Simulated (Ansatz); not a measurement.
Na4H4, relaxed as a singlet with RKS r2SCAN-D4/def2-SVP in Ansatz, starting from the GFN2-xTB geometry. Force threshold 0.02 eV/Å.

The structure comes from a short search, and lower isomers may exist.

Start:

Cartesian coordinates in Å:
```
Na -0.733 1.757 1.095
Na 1.857 0.920 -0.778
Na 0.802 -1.812 -1.125
Na -1.947 -0.914 0.803
H 0.630 1.502 0.180
H 1.950 -0.631 -1.388
H -0.615 -1.469 -0.175
H -1.944 0.648 1.387
```

```json
{"step": "1", "energy (eV)": "-17717.1869", "largest force component (eV/Å)": "1.915", "SCF passes": "21"}
{"step": "2", "energy (eV)": "-17718.7724", "largest force component (eV/Å)": "0.915", "SCF passes": "23"}
{"step": "3", "energy (eV)": "-17719.4630", "largest force component (eV/Å)": "0.464", "SCF passes": "22"}
{"step": "4", "energy (eV)": "-17719.7791", "largest force component (eV/Å)": "0.179", "SCF passes": "23"}
{"step": "5", "energy (eV)": "-17719.8680", "largest force component (eV/Å)": "0.086", "SCF passes": "26"}
{"step": "6", "energy (eV)": "-17719.8952", "largest force component (eV/Å)": "0.036", "SCF passes": "23"}
{"step": "7", "energy (eV)": "-17719.9099", "largest force component (eV/Å)": "0.059", "SCF passes": "26"}
{"step": "8 (rejected)", "energy (eV)": "-17719.9072", "largest force component (eV/Å)": "0.069", "SCF passes": "26"}
{"step": "9", "energy (eV)": "-17719.9163", "largest force component (eV/Å)": "0.006", "SCF passes": "27"}
{"step": "10", "energy (eV)": "-17719.9170", "largest force component (eV/Å)": "0.002", "SCF passes": "25"}
```

Force components are those of the run's own axes.

End:

```
atom    x (Å)    y (Å)    z (Å)
 Na1  -0.7444   2.1549   1.2314
 Na2   2.1408   1.2013  -0.8263
 Na3   0.7441  -2.1551  -1.2328
 Na4  -2.1405  -1.2015   0.8275
  H5   1.0438   2.5080   0.3026
  H6   2.1644  -0.7149  -1.5446
  H7  -1.0436  -2.5078  -0.3025
  H8  -2.1646   0.7151   1.5447
```

By distances, no bond broke or formed. The bond that changes most is Na1–H5, from 1.66 to 2.05 Å (atoms count from 1). The end is the same structure that another start reached.

The force fell under the threshold at step 9, but the optimiser went on. No frequencies were taken in this run, so the end may be a saddle point.

Run time 22 s (4 threads of Arm Neoverse V2 on a shared host).
